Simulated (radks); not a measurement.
Task: The manganese ion Mn2+, configuration [Ar] 3d5. Method: Dirac Kohn-Sham, BP86, spin-unpolarised, spherical densities, finite nucleus; open shells fill j = l - 1/2 first; Fermi nuclear charge, rms radius 3.7057 fm; computed with a radial shooting solver on a logarithmic mesh with Libxc functionals. Some entries of the table are withheld. Estimate them.

orbital,occ.,eigenvalue (eV),<1/r> (bohr^-1)
1s1/2,2,(1),(2)
2s1/2,2,-761.5663,5.324
2p1/2,2,-654.7930,(3)
2p3/2,4,-644.3538,(4)
3s1/2,2,-103.6695,(5)
3p1/2,2,-73.2693,1.534
3p3/2,4,-72.0009,1.515
3d3/2,4,-24.4321,(6)
3d5/2,1,-24.3085,(7)

Result: 
(1) 1s1/2 eigenvalue (eV): -6448.504
(2) 1s1/2 <1/r> (bohr^-1): 24.93
(3) 2p1/2 <1/r> (bohr^-1): 5.267
(4) 2p3/2 <1/r> (bohr^-1): 5.180
(5) 3s1/2 <1/r> (bohr^-1): 1.662
(6) 3d3/2 <1/r> (bohr^-1): 1.164
(7) 3d5/2 <1/r> (bohr^-1): 1.159
